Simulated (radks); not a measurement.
As3+, configuration [Ar] 3d10 4s2. Calculated with a radial shooting solver on a logarithmic mesh with Libxc functionals: Dirac Kohn-Sham, PBE, spin-unpolarised, spherical densities, point nucleus.

Normalised radial functions P(r) = r R(r) (large component), r in bohr:

| r | 3p1/2 | 3d3/2 | 4s1/2 |
|---|---|---|---|
| 0.003833 | 0.0083 | 0.0000 | 0.0574 |
| 0.005718 | 0.0161 | 0.0001 | 0.0792 |
| 0.00853 | 0.0317 | 0.0003 | 0.1055 |
| 0.01273 | 0.0622 | 0.0010 | 0.1329 |
| 0.01898 | 0.1195 | 0.0031 | 0.1525 |
| 0.02832 | 0.2201 | 0.0092 | 0.1472 |
| 0.04225 | 0.3780 | 0.0261 | 0.0927 |
| 0.06303 | 0.5788 | 0.0695 | -0.0273 |
| 0.09403 | 0.7322 | 0.1701 | -0.1840 |
| 0.1403 | 0.6383 | 0.3698 | -0.2632 |
| 0.2076 | 0.1109 | 0.6780 | -0.1172 |
| 0.3097 | -0.7558 | 1.0268 | 0.2354 |
| 0.462 | -1.3536 | 1.2087 | 0.4243 |
| 0.6893 | -1.1846 | 1.0597 | 0.0853 |
| 1.028 | -0.5737 | 0.6728 | -0.5532 |
| 1.534 | -0.1414 | 0.2900 | -0.8642 |
| 2.288 | -0.0140 | 0.0721 | -0.5925 |
| 3.414 | -0.0004 | 0.0078 | -0.1804 |
| 5.093 | 0.0000 | 0.0002 | -0.0184 |

3p1/2: eigenvalue -171.43 eV, 1 radial node at r = 0.220 bohr, <r> = 0.609 bohr, 90 % of the charge inside 0.935 bohr. 3d3/2: eigenvalue -75.342 eV, 0 radial nodes, <r> = 0.670 bohr, 90 % of the charge inside 1.12 bohr. 4s1/2: eigenvalue -44.425 eV, 3 radial nodes at r = 0.0585, 0.240, 0.729 bohr, <r> = 1.74 bohr, 90 % of the charge inside 2.55 bohr.
